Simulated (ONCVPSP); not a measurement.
# Transferability test, ONCV potential for Fe (Z = 26)

Fe (Z = 26), optimised norm-conserving Vanderbilt (ONCV), made with ONCVPSP 4.0.1 (LDA (Perdew-Wang 92), scalar-relativistic). Core [Ar], reference 3d6 4s2. Waves: 4s: rc 1.85 bohr, ncon 4, nbas 9, qcut 2.8 1/bohr, 2 projectors, debl 2.6 Ha; p scattering state at 0.03 Ha: rc 1.90 bohr, ncon 5, nbas 8, qcut 4.4 1/bohr, 2 projectors, debl 1.1 Ha; 3d: rc 1.50 bohr, ncon 5, nbas 10, qcut 9.1 1/bohr, 1 projector. Local part: polynomial inside 1.10 bohr (lpopt 5, dvloc0 6 Ha). Core correction: Teter function, fcfact 4.75, rcfact 1.25.

Energies are relative to the spin-unpolarised reference configuration 3d6 4s2; without spin polarisation the order of configurations can differ from experiment.

```json
{"valence configuration": "3d5 4s0", "charge": "+3", "ΔE all-electron (eV)": "59.993", "error AE − PS (meV)": "-45"}
{"valence configuration": "3d7 4s1", "charge": "0", "ΔE all-electron (eV)": "-0.837", "error AE − PS (meV)": "-100"}
```

Problem. What are ΔE and the potential's error for 3d6 4s1?

Solution. ΔE = 8.974 eV all-electron; the error (AE − PS) is -1.3 meV.

Problem. What are ΔE and the potential's error for 3d6 4s0?

Solution. ΔE = 25.459 eV all-electron; the error (AE − PS) is +1.5 meV.

Levels in the configuration 3d6 4s0:

| level | all-electron (eV) | pseudo (eV) |
| --- | --- | --- |
| 3d | -26.035 | -25.912 |

Note: ghosts flagged at negative energy: p at -53.2 eV; GHOST(+) flagged for s at 65.3 eV. A true bound ghost makes a file unfit for plane-wave use.
